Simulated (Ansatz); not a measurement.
`[SiH3][SiH2][SiH2][SiH2][GeH3]` + `[NH2][AlH2]` → `[AlH2][NH][SiH2][SiH3]` + `[SiH3][SiH2][GeH3]`  (cleavage of the Si–Si bond)

Gas-phase electronic energies from Ansatz, PBE0-D4/def2-TZVP geometries. CBS: MP2 limit from def2 TZ/QZ plus the TZ coupled-cluster correction, frozen cores. This one scheme is used for every species. For Ge outer-core shells are correlated without core-valence functions, which leaves a few kJ/mol of doubt a bond. Scalar relativity is left out up to krypton. Each species was taken in one conformer, which may not be the lowest.

`[SiH3][SiH2][SiH2][SiH2][GeH3]`:

Cartesian coordinates in Å:
```
Si -0.648 0.521 2.511
Si 0.246 1.798 0.768
Si -0.780 1.196 -1.246
Si -0.692 -1.131 -1.452
Ge 1.535 -1.886 -1.085
H -0.041 0.887 3.819
H -2.119 0.730 2.590
H -0.390 -0.921 2.252
H 1.707 1.526 0.662
H 0.060 3.250 1.047
H -2.195 1.664 -1.247
H -0.075 1.826 -2.397
H -1.155 -1.569 -2.799
H -1.584 -1.745 -0.429
H 2.499 -1.206 -2.072
H 1.647 -3.409 -1.264
H 1.983 -1.530 0.343
```

`[NH2][AlH2]`:

Cartesian coordinates in Å:
```
N 0.732 0.527 0.256
Al -0.647 -0.466 -0.226
H 0.698 1.269 0.937
H 1.666 0.434 -0.111
H -2.044 -0.175 0.459
H -0.405 -1.589 -1.316
```

`[AlH2][NH][SiH2][SiH3]`:

Z-matrix (Å, degrees):
```
Si
N 1 1.732
Si 1 2.345 2 111.9
H 1 1.488 2 107.0 3 -120.2
H 1 1.493 2 112.0 3 121.7
Al 2 1.783 1 129.3 3 119.7
H 2 1.012 1 114.5 3 -59.0
H 3 1.489 1 111.4 2 176.7
H 3 1.489 1 110.7 2 -62.4
H 3 1.491 1 110.1 2 56.7
H 6 1.580 2 117.9 1 1.1
H 6 1.583 2 117.4 1 -178.7
```

`[SiH3][SiH2][GeH3]`:

```xyz
11

Si    0.760    0.306   -1.791
Si    0.816   -0.316    0.461
Ge   -1.339   -0.076    1.441
H     2.097    0.164   -2.426
H     0.322    1.723   -1.909
H    -0.211   -0.551   -2.524
H     1.789    0.539    1.197
H     1.257   -1.733    0.583
H    -2.358   -0.960    0.703
H    -1.808    1.386    1.340
H    -1.326   -0.481    2.924
```

```tsv
species	CCSD(T)/def2-TZVPP energy (Eh)
`[SiH3][SiH2][SiH2][SiH2][GeH3]`	-3239.02058
`[NH2][AlH2]`	-299.09544
`[AlH2][NH][SiH2][SiH3]`	-879.62325
`[SiH3][SiH2][GeH3]`	-2658.50454
```

Question: Work out ΔE.

Answer: ΔE = (-879.62325) + (-2658.50454) − (-3239.02058) − (-299.09544) = -0.01177 Eh = -7.4 kcal/mol. CCSD(T)/CBS gives -6.9 kcal/mol.

Largest T1 diagnostic among the species: 0.013.

From PBE to PBE0 (25 % exact exchange), in def2-TZVPP and without D4, ΔE moves by −1.1 kcal/mol. The D4 term adds +2.5 kcal/mol with B3LYP and +1.6 kcal/mol with PBE0; it sums over pairs of atoms, weighted by their polarisabilities, and B3LYP, whose exchange is more repulsive, gets the larger term.

B3LYP here is the variant with VWN-RPA as its local correlation; programs differ in this.
